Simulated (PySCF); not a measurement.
Correlation energy of In⁺ (indium, charge +1)

[Kr] 4d10 5s1 5d1, high-spin 3D determinant (an excited configuration). All numbers are calculated (PySCF 2.14, scalar relativity by spin-free X2C-1e, in aug-cc-pwCVTZ-DK3 with one added diffuse shell each of s, p, d, f type (11s10p8d5f1g, 125 functions)). Frozen: [Kr] 4d10; 2 electrons correlated.

Total MP2 correlation energy: -3.85 mhartree.

Same-spin part -3.85 and opposite-spin part 0.00 mhartree; SCS-MP2 scales them by 1/3 and 6/5 to -1.28 mhartree.
